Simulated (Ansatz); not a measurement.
Ansatz (a first-principles code) input:

Ansatz 0.2 input:
```yaml
crystal:
  periodic: [false, false, false]
  atoms:
    - {symbol: Y, position_ang: [0.99262166, -0.38960075, 0.08598495]}
    - {symbol: O, position_ang: [1.90967668, -0.18867272, -1.46047179]}
    - {symbol: Br, position_ang: [-1.54256167, 0.47725174, 0.23801032]}
basis:
  gaussian:
    orbitals: def2-TZVPD
hamiltonian:
  xc: {name: r2SCAN0}
output: {forces: true}
```

Question: Which total energy does the run end on?

Answer: -2687.76419 Eh (r2SCAN0/def2-TZVPD). The basis has 137 functions.
